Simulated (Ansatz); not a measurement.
`C#C[Si](C)(F)Cl` → `F[Si]Cl` + `C#CC` at 500 K and 1 bar (silylene formation by 1,1-elimination).

Gas-phase electronic energies from Ansatz, PBE0-D4/def2-TZVP geometries. CCSD(T)/CBS is the MP2 limit (def2-TZVPP, def2-QZVPP) plus CCSD(T) − MP2 in def2-TZVPP, frozen cores. This one scheme is used for every species.

```
          species  CCSD(T)/CBS energy (Eh)  H − E (kJ/mol)  S (J/(mol·K))
`C#C[Si](C)(F)Cl`               -965.30487           212.1          437.2
        `F[Si]Cl`               -848.72390            32.0          301.6
           `C#CC`               -116.49627           173.5          282.9
```

H − E and S are ideal-gas, rigid-rotor, harmonic terms from PBE0-D4/def2-TZVP, for one conformer and one mirror image of each species. 1 Eh = 2625.50 kJ/mol, R = 8.31446 J/(mol·K).

Task: By hand: ΔE, ΔH, ΔS and ΔG.

Result: ΔE = (-848.72390) + (-116.49627) − (-965.30487) = 0.08470 Eh = 222.4 kJ/mol. Δ(H − E) = 32.0 + 173.5 − 212.1 = -6.6, so ΔH = 215.8 kJ/mol. ΔS = 301.6 + 282.9 − 437.2 = 147.3 J/(mol·K). ΔG = 215.8 − 500 × (147.3)/1000 = 142.2 kJ/mol.

Task: By hand: the equilibrium constant, and the temperature at which ΔG would vanish if ΔH and ΔS stayed fixed.

Result: log₁₀ K = −ΔG/(RT ln 10) = -14.9. ΔG = 0 at ΔH/ΔS = 1465 K.

The number of gas molecules changes by +1, which sets the sign of ΔS. A doubt of 5 kJ/mol in ΔE shifts log₁₀ K by 0.5 here. Other conformers and mirror images would add mixing entropy, several J/(mol·K) or more a flexible species. These are equilibria of isolated gas molecules and say nothing of rates. Largest T1 diagnostic: 0.014 (customary marks: 0.02 for closed shells, 0.045 for open ones).
